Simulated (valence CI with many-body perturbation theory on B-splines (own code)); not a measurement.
**Nd³⁸⁺: magnetic and hyperfine properties of the levels**

Computed by valence CI with perturbative core correlation (CI+MBPT): four valence electrons over a frozen Dirac-Fock core [Ar], a basis of 7 s, 7 p, 8 d, 6 f, 4 g, 1 h functions for each j, with the one-electron correlation potential Σ1 (screened to all orders), the two-electron term Σ2, the three-electron term Σ3, Breit, model QED; selected single and double excitations, second order for the rest, scaled by the run's own slope (own B-spline code, finite nucleus).

The last digits are not significant, and no measured levels were compared; by estimate large intervals hold to a few tenths of a per cent, small ones and those within an open d or f shell to about a per cent. Only levels of the ground parity were solved; by the run's estimate the other parity begins above the list, which can be wrong where configurations are misplaced.

A/g_I is the dipole constant over the nuclear g factor μ/I (μ in nuclear magnetons, uniformly magnetised nucleus), B/Q the quadrupole constant per barn. Both hold the static response of the core; the bare values leave it out. Large factors of s and p1/2 electrons are usually good to 5 to 10 %; those of open d and f shells near neutrality can be off by tens of per cent, and small factors of p3/2, d and f electrons come from cancelling terms and can be off by a factor of two or in sign, in half-filled shells by more. B is blank for J = 1/2, where it vanishes, and for nearly pure S terms. Energies count from the lowest level. Levels with J = 0 are left out.

Levels are named by their leading jj configuration (3d3/2^4 stands for four electrons in 3d with j = 3/2), which in mixed levels can hold well under half, so a name can repeat and another be missing. Letters in brackets count levels of one name in rising energy.

| Level | E (cm⁻¹) | g | A/g_I (MHz) | A/g_I bare | B/Q (MHz/b) | B/Q bare |
| --- | --- | --- | --- | --- | --- | --- |
| (3d3/2^3 3d5/2) J=1 | 159230 | 1.494 | -2060 | -1210 | 9900 | 10000 |
| (3d3/2^3 3d5/2) J=2 | 231400 | 1.313 | 15400 | 15900 | 17000 | 17300 |
| (3d3/2^3 3d5/2) J=4 | 235730 | 1.106 | 28100 | 28300 | -126 | -180 |
| (3d3/2^3 3d5/2) J=3 | 257880 | 1.217 | 23200 | 23600 | 10400 | 10600 |
| (3d3/2^2 3d5/2^2) J=4 [a] | 392010 | 1.153 | 23000 | 23300 | -10300 | -10500 |
| (3d3/2^2 3d5/2^2) J=2 [a] | 397440 | 1.104 | 15100 | 15400 | 18200 | 18500 |
| (3d3/2^2 3d5/2^2) J=3 [a] | 407270 | 1.093 | 21700 | 21900 | 4340 | 4400 |
| (3d3/2^2 3d5/2^2) J=5 | 433400 | 1.078 | 26400 | 26500 | 23900 | 24300 |
| (3d3/2^2 3d5/2^2) J=1 | 451090 | 1.178 | 27600 | 28000 | 1460 | 1470 |
| (3d3/2^2 3d5/2^2) J=6 | 451900 | 1.083 | 27700 | 27900 | 28300 | 28700 |
| (3d3/2^2 3d5/2^2) J=4 [b] | 480430 | 1.028 | 30000 | 30100 | -10000 | -10200 |
| (3d3/2^2 3d5/2^2) J=3 [b] | 485870 | 1.119 | 28500 | 28700 | 8910 | 9050 |
| (3d3/2^2 3d5/2^2) J=2 [b] | 489700 | 1.117 | 25600 | 25900 | 7820 | 7940 |
| (3d3/2^2 3d5/2^2) J=2 [c] | 561940 | 1.012 | 36000 | 36000 | -1450 | -1480 |
| (3d3/2^2 3d5/2^2) J=4 [c] | 576030 | 1.221 | 19400 | 19800 | 26800 | 27200 |
| (3d3/2 3d5/2^3) J=3 [a] | 624470 | 1.134 | 17400 | 17700 | 1220 | 1250 |
| (3d3/2 3d5/2^3) J=4 [a] | 636480 | 1.106 | 21200 | 21400 | 833 | 842 |
| (3d3/2 3d5/2^3) J=5 | 655400 | 1.142 | 22800 | 23100 | -15700 | -16000 |
| (3d3/2 3d5/2^3) J=1 [a] | 655430 | 0.864 | 29400 | 29300 | 12100 | 12300 |
| (3d3/2^2 3d5/2^2) J=2 [d] | 656120 | 1.263 | 21400 | 21900 | -8720 | -8830 |
| (3d3/2 3d5/2^3) J=6 | 663200 | 1.070 | 26200 | 26300 | 32500 | 33100 |
| (3d3/2 3d5/2^3) J=2 [a] | 711800 | 1.023 | 29800 | 29900 | 23800 | 24200 |
| (3d3/2 3d5/2^3) J=3 [b] | 722160 | 1.088 | 25200 | 25400 | 11700 | 11900 |
| (3d3/2 3d5/2^3) J=3 [c] | 807870 | 1.059 | 28200 | 28300 | 36800 | 37400 |
| (3d3/2 3d5/2^3) J=1 [b] | 812120 | 1.438 | 5630 | 6380 | -16700 | -17000 |
| (3d3/2 3d5/2^3) J=4 [b] | 817240 | 1.034 | 28300 | 28400 | 31700 | 32200 |
| (3d3/2 3d5/2^3) J=2 [b] | 838740 | 1.090 | 26500 | 26700 | -27800 | -28300 |
| (3d5/2^4) J=4 | 887050 | 1.154 | 19700 | 20000 | -31100 | -31600 |
| (3d5/2^4) J=2 | 971710 | 1.024 | 22200 | 22300 | 4210 | 4280 |

Take the isotope of mass number 145, with I = 7/2, μ = -0.656 μN and Q = -0.314 b. What is the hyperfine structure of (3d3/2^3 3d5/2) J=4?

From the table A = -5270 MHz, B = 39.5 MHz. Shifts from the centre of gravity in MHz: F = 1/2: 92200, F = 3/2: 84300, F = 5/2: 71200, F = 7/2: 52700, F = 9/2: 29000, F = 11/2: -10.6, F = 13/2: -34300, F = 15/2: -73800.
